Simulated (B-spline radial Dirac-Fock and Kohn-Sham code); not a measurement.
In 5p3/2: cross section and angular parameters

System: atomic indium in the configuration [Kr] 4d10 5s2 5p1; threshold 4.33 eV (orbital energy of the model). Method: Dirac-Hartree-Slater photoionisation with a Latter tail; cross sections with all multipoles, angular parameters from the dipole term and its interference with E2. Computed with a radial finite-basis atomic code.

The run's input, task.json:

```json
{"items": [{
  "Z": 49,
  "q": 0,
  "cfg": [[1, 0, 2], [2, 0, 2], [2, 1, 6], [3, 0, 2], [3, 1, 6], [3, 2, 10], [4, 0, 2], [4, 1, 6], [4, 2, 10], [5, 0, 2], [5, 1, 1]],
  "A": 115,
  "rrms": 4.6156,
  "do": "xps",
  "hv": [79.4, 80, 103.0, 146.0, 150, 181.0, 199.0, 243.0, 352.0, 400, 500.0, 509.0, 534.0, 905.0, 970.0, 985.0, 1000, 1140.0, 1253.6, 1370.0, 1410.0, 1610.0, 2000, 2860.0, 3030.0, 4170.0, 9251.7, 9740.0, 12000],
  "edges": {"K": 27940.0, "L1": 4238.0, "L2": 3938.0, "L3": 3730.0, "M1": 827.2, "M2": 703.2, "M3": 665.3, "M4": 451.4, "M5": 443.9, "N1": 122.9, "N2": 73.5, "N3": 73.5}
}]}
```

Run with: `python xray2_run.py task.json out`

| hν (eV) | σ (kb) | β | γ | δ |
| --- | --- | --- | --- | --- |
| 79.4 | 6.69 | -0.149 | 0.082 | -0.014 |
| 80 | 6.62 | -0.148 | 0.077 | -0.013 |
| 103 | 4.89 | 0.044 | -0.048 | 0.013 |
| 146 | 3.53 | 0.522 | -0.003 | 0.025 |
| 150 | 3.45 | 0.559 | 0.006 | 0.025 |
| 181 | 2.93 | 0.806 | 0.075 | 0.024 |
| 199 | 2.69 | 0.918 | 0.109 | 0.022 |
| 243 | 2.23 | 1.118 | 0.166 | 0.016 |
| 352 | 1.49 | 1.392 | 0.196 | 0.007 |
| 400 | 1.27 | 1.460 | 0.183 | 0.005 |
| 500 | 0.942 | 1.556 | 0.139 | 0.001 |
| 509 | 0.919 | 1.562 | 0.134 | 0.001 |
| 534 | 0.859 | 1.579 | 0.122 | 0.001 |
| 905 | 0.376 | 1.694 | -0.005 | 0.000 |
| 970 | ? | ? | ? | ? |
| 985 | 0.325 | 1.703 | -0.017 | 0.000 |
| 1000 | 0.316 | 1.705 | -0.019 | 0.000 |
| 1140 | 0.251 | 1.714 | -0.028 | 0.001 |
| 1253.6 | 0.211 | 1.717 | -0.028 | 0.001 |
| 1370 | 0.178 | 1.718 | -0.022 | 0.001 |
| 1410 | 0.169 | 1.718 | -0.019 | 0.002 |
| 1610 | 0.131 | 1.715 | 0.004 | 0.002 |
| 2000 | 0.0847 | 1.702 | 0.071 | 0.004 |
| 2860 | 0.0394 | 1.657 | 0.262 | 0.008 |
| 3030 | 0.0346 | 1.648 | 0.301 | 0.009 |
| 4170 | 0.0164 | 1.583 | 0.555 | 0.017 |
| 9251.7 | 0.00205 | 1.341 | 1.368 | 0.067 |
| 9740 | 0.00178 | 1.322 | 1.424 | 0.073 |
| 12000 | 0.000978 | 1.239 | 1.649 | 0.099 |

**Question.** Give the values at 970 eV.

**Answer.** σ = 0.334 kb, β = 1.702, γ = -0.015, δ = 0.000.
